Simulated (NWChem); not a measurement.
**Correlation energy of chlorotrifluoromethane (CClF₃)**

SMILES: FC(F)(Cl)F
```xyz
5

F      0.8478     0.5618     1.0721
C      0.3525    -0.0244     0.0000
F      0.8478     0.5618    -1.0721
F      0.7195    -1.2908     0.0000
Cl    -1.4030     0.0972     0.0000
```
Charge 0, spin multiplicity 1.

Program: NWChem. The geometry was optimised at PBE0/def2-SVP, a minimum by its harmonic frequencies.

Basis set: cc-pVDZ. Each correlation energy counts from its own Hartree-Fock reference.

The correlated methods keep 9 core orbitals frozen. Coupled-cluster values serve here as a point of comparison, not as the truth.

**Question.** Order these methods by the correlation energy they give, lowest first: SCS-MP2, RI-MP2, CR-CCSD[T], CCSD(T), CCSD, CR-CCSD(T).

**Answer.** CCSD(T) (-858.1 mHa), CR-CCSD[T] (-854.8 mHa), CR-CCSD(T) (-853.6 mHa), CCSD (-840.3 mHa), RI-MP2 (-822.6 mHa), SCS-MP2 (-788.9 mHa)
